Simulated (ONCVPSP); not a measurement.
## Pseudopotential generation for lanthanum: ONCV, LDA (Perdew-Wang 92), scalar-relativistic.

ONCVPSP 4.0.1 input, shortened (lines: element, Z, core and valence counts, functional; n l f; lmax; l rc ep ncon nbas qcut; lloc lpopt rc5 dvloc0; l nproj debl; icmod fcfact rcfact), LDA (Perdew-Wang 92), scalar-relativistic:

```
  La 57.00    9    5  -001012      upf
    1    0    2.00
    2    0    2.00
    2    1    6.00
    3    0    2.00
    3    1    6.00
    3    2   10.00
    4    0    2.00
    4    1    6.00
    4    2   10.00
    5    0    2.00
    5    1    6.00
    5    2    1.00
    6    0    1.00
    6    1    1.00
    3
    0    2.00    0.00    5    8    7.60
    1    3.20    0.00    5    8    4.70
    2    4.00    0.00    4    8    4.50
    3    4.35    0.14    4    7    2.30
    4    2    1.80    4.00
    0    2    0.70
    1    2    0.80
    2    2    3.70
    3    2    1.90
    0    0.00    0.00
```

All-electron outer shells of the reference configuration (LDA (PZ), scalar-relativistic, ld1.x):

```csv
shell,level (eV),outermost node (bohr),outermost maximum (bohr)
4d,-104.96,0.32,0.68
5s,-40.17,0.77,1.41
5p,-23.57,0.83,1.58
6s,-4.45,1.85,3.69
5d,-4.10,0.95,2.21
6p,-1.93,2.19,4.86
```

(1) Does the generator finish with these settings?

## Answers

(1) No. ONCVPSP 4.0.1 stopped with "ERROR pspot: first pseudo wave function has node, program will stop": the optimised pseudo-wave of the first projector has a node, so the radial equation cannot be inverted for a potential. It happened in the s channel.
